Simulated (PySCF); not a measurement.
## Molecular orbitals of InTe

PW91 at R = 2.867 Å; basis In cc-pVDZ-PP with ECP28, Te cc-pVDZ-PP with ECP28; scalar-relativistic core potentials; PySCF 2.14. State: ²Π (doublet), unpaired electrons π ↑. Only the outer orbitals are listed, counted within each symmetry, core potentials removing the inner ones.

| spin | orbital | occ. | ε (eV) | on In (%) | main shells (%) |
| --- | --- | --- | --- | --- | --- |
| α | 7σ | 1 | -14.71 | 5 | 94 Te s |
| α | 8σ | 1 | -8.83 | 80 | 80 In s, 16 Te p |
| α | 5π | 1 | -6.12 | 6 | 94 Te p |
| α | 9σ | 1 | -5.29 | 39 | 61 Te p, 22 In p, 16 In s |
| α | 5π | 1 | -5.25 | 9 | 91 Te p, 8 In p |
| α | 6π | 0 | -2.59 | 94 | 94 In p |
| α | 6π | 0 | -2.40 | 91 | 91 In p, 8 Te p |
| α | 10σ | 0 | -0.66 | 85 | 83 In p, 17 Te p |
| β | 7σ | 1 | -14.10 | 7 | 93 Te s |
| β | 8σ | 1 | -8.75 | 82 | 81 In s, 14 Te p |
| β | 9σ | 1 | -5.08 | 39 | 61 Te p, 25 In p, 13 In s |
| β | 5π | 1 | -4.96 | 12 | 88 Te p, 11 In p |
| β | 5π | 0 | -4.93 | 12 | 87 Te p, 12 In p |
| β | 6π | 0 | -2.42 | 88 | 88 In p, 11 Te p |
| β | 6π | 0 | -2.38 | 89 | 89 In p, 10 Te p |

Task: Which are the highest filled and the lowest empty level, where do they sit, and how wide is the gap?

Result: Highest filled β 5π at -4.96 eV (in %: 88 Te p, 11 In p); lowest empty β 5π at -4.93 eV (in %: 87 Te p, 12 In p); the gap at PW91 is 0.03 eV. Both belong to one degenerate shell, split only by its one-sided filling, so this is no excitation gap.

- bond order (Mayer): 1.21
- ⟨S²⟩: 0.753
- charge on In (Mulliken, basis-dependent): 0.24
- charge on In (Löwdin, basis-dependent): 0.12
- dipole moment (positive dipole means In(−)Te(+)): -2.38 D

Spin–orbit coupling is left out. The state is the lowest determinant that a PBE0 search found; another state may lie lower at other levels.
